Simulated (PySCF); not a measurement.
C₇H₈, SMILES C1C2C3C2C2C1C32. Geometry: PBE-D3(BJ)/def2-SVP. Other conformers were not sampled.

Level of theory: PBE-D3(BJ)/def2-SVP in PySCF.

Harmonic wavenumbers (cm⁻¹): 387, 521, 657, 690, 705, 722, 773, 795, 828, 845, 898, 900, 908, 940, 966, 978, 986, 993, 1013, 1021, 1033, 1084, 1139, 1166, 1194, 1227, 1247, 1250, 1337, 1366, 1407, 2979, 3033, 3121, 3124, 3131, 3141, 3143, 3151. Rotational constants (GHz): 4.375, 4.327, 3.232; symmetry number 2.

Task: Work out the zero-point energy and the ideal-gas rigid-rotor harmonic-oscillator thermochemistry at 298.15 K and 1 atm.

Result: ZPE = ½ Σ hcν = ½ × 54798 cm⁻¹ = 327.76 kJ/mol. H − E(el) = 342.72 kJ/mol. Entropy in J/(mol K): translation 165.16, rotation 103.30, vibration 21.99, total 290.45. G − E(el) = 256.12 kJ/mol. Cp = 96.36 J/(mol K).
